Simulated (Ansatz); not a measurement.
Reaction (redistribution): `[AsH2]C[TeH]` + `C[SiH]([SiH3])I` → `C[SiH]([SiH3])[AsH2]` + `[TeH]CI`

Gas-phase electronic energies from Ansatz, PBE0-D4/def2-TZVP geometries. CCSD(T)/CBS is the MP2 limit (def2-TZVPP, def2-QZVPP) plus CCSD(T) − MP2 in def2-TZVPP, frozen cores. Functionals use def2-TZVPP. def2 core potentials past Kr. For As, I, Te outer-core shells are correlated without core-valence functions, which leaves a few kJ/mol of doubt a bond. Scalar relativity is left out up to krypton.

`[AsH2]C[TeH]`:

```xyz
8

As    0.548    0.113    1.573
C    -0.381    0.210   -0.169
Te    0.062   -1.568   -1.284
H     1.938   -0.085    0.973
H     0.779    1.617    1.705
H    -1.452    0.219    0.021
H    -0.093    1.082   -0.749
H    -1.399   -1.589   -2.070
```

`C[SiH]([SiH3])I`:

Cartesian coordinates in Å:
```
C -1.312 0.308 1.133
Si -0.570 -0.173 -0.511
Si 1.747 0.119 -0.612
I -0.973 -2.568 -0.907
H -0.845 -0.250 1.947
H -2.385 0.104 1.143
H -1.159 1.376 1.311
H -1.248 0.548 -1.620
H 2.386 -0.691 0.459
H 2.105 1.551 -0.408
H 2.254 -0.324 -1.936
```

`C[SiH]([SiH3])[AsH2]`:

Z-matrix (Å, degrees):
```
C
Si 1 1.878
H 1 1.092 2 110.7
H 1 1.092 2 110.8 3 120.1
H 1 1.092 2 110.7 3 -120.0
Si 2 2.336 1 112.0 3 -179.1
As 2 2.374 1 108.7 3 -56.4
H 2 1.492 1 109.7 3 59.2
H 6 1.491 2 112.4 1 -59.1
H 6 1.490 2 109.3 1 61.0
H 6 1.488 2 110.0 1 179.9
H 7 1.523 2 92.9 1 -169.3
H 7 1.524 2 92.6 1 -77.0
```

`[TeH]CI`:

Cartesian coordinates in Å:
```
Te -1.595 -0.472 0.422
C 0.490 -0.058 0.284
I 1.048 1.898 -0.371
H -1.803 -0.427 -1.221
H 0.960 -0.759 -0.397
H 0.901 -0.181 1.283
```

| level | ΔE (kJ/mol) |
| --- | --- |
| ωB97M-V | 79.5 |
| CCSD/def2-TZVPP | 78.9 |
| HF/CBS(def2) | 90.6 |
| MP2/CBS(def2) | 82.7 |

Task: What does CCSD(T)/CBS give? (Best estimate.)

Result: Ansatz gave: +77.2 kJ/mol. The listed levels differ from it by 2.3, 1.7, 13.4, 5.5 kJ/mol.

Largest T1 diagnostic among the species: 0.012.

In def2-TZVPP, CCSD(T) changes the Hartree–Fock value by −13.9 kJ/mol (the triples alone add −2.4 kJ/mol) and MP2 by −8.5 kJ/mol. From PBE to PBE0 (25 % exact exchange), in def2-TZVPP and without D4, ΔE moves by +7.3 kJ/mol.

CCSD(T)/CBS has its own doubt, a few kJ/mol and more with outer-core shells, so smaller differences from it don't rank the levels.
